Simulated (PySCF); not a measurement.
Constitutional and geometric isomers with formula C2H2BN. All species are isolated molecules in the gas phase. Strings in code marks are SMILES.

The T1 excitation (TDA) from two functionals at the same geometries (B3LYP-D3(BJ)/def2-TZVP), both in PySCF: PBE-D3(BJ)/def2-TZVP and B3LYP-D3(BJ)/def2-TZVP. B3LYP has the VWN-RPA correlation part, as in Gaussian. Excitations are Tamm–Dancoff values on a coarser integration grid. The basis has no diffuse functions, so Rydberg states are missing or too high.

```csv
species,B3LYP-D3(BJ)/def2-TZVP (eV)
`C=BC#N`,2.25
`B=C=C=N`,3.08
`B=CC#N`,2.60
```

Problem. What does PBE-D3(BJ)/def2-TZVP give for each?

Solution. 
- `C=BC#N`: 2.12
- `B=C=C=N`: 3.08
- `B=CC#N`: 2.41
Over these rows, drawn at random from the members with no instability flagged (it was tested for open shells, ions and some series alone), PBE minus B3LYP-D3(BJ): mean -0.10 eV, from -0.19 eV to +0.01 eV.
